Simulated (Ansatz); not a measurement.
Species: C₂H₇B, charge 0, singlet. C2H7B (SMILES CBC).
B3LYP-D3(BJ)/def2-TZVP minimum from Ansatz (a program for electronic structure):
```xyz
10

B     -0.3141    -0.4473     0.0218
H     -1.0029    -1.4283     0.0696
C      1.0814    -0.4891     0.7181
H      1.0877    -1.0545     1.6529
H      1.5466     0.4862     0.8753
H      1.7416    -1.0505     0.0382
C     -0.8605     0.8037    -0.7334
H     -1.5814     1.2786    -0.0494
H     -1.4365     0.5579    -1.6287
H     -0.1102     1.5594    -0.9750
```

Atomisation energy term by term, kcal/mol (programs: Ansatz). UHF or UKS for unpaired electrons; spin-orbit terms are left out. Cores are frozen in correlated methods. Rows without X2C or -DK are non-relativistic. CBS(X,Y): correlation extrapolated as X^-3, Hartree-Fock from the larger set. A bracket is a step between two methods taken in the basis named. '+ core + X2C': CCSD(T) terms for core correlation (cc-pwCVTZ) and scalar relativity (cc-pVTZ-DK). Where a partner has so few electrons that a lower coupled-cluster level is exact, that level stands in.

```json
[
 {"term": "Hartree-Fock", "basis": "cc-pVQZ", "kcal/mol": "702.59"},
 {"term": "CCSD correlation", "basis": "CBS(cc-pVTZ,cc-pVQZ)", "kcal/mol": "181.93"},
 {"term": "(T)", "basis": "CBS(cc-pVTZ,cc-pVQZ)", "kcal/mol": "8.71"},
 {"term": "CCSDT(Q) - CCSD(T)", "basis": "cc-pVDZ", "kcal/mol": "0.29"},
 {"term": "core correlation", "basis": "cc-pwCVTZ", "kcal/mol": "3.55"},
 {"term": "scalar relativity", "basis": "X2C, cc-pVTZ-DK", "kcal/mol": "-0.45"},
 {"term": "sum: De", "basis": "", "kcal/mol": "896.6"}
]
```
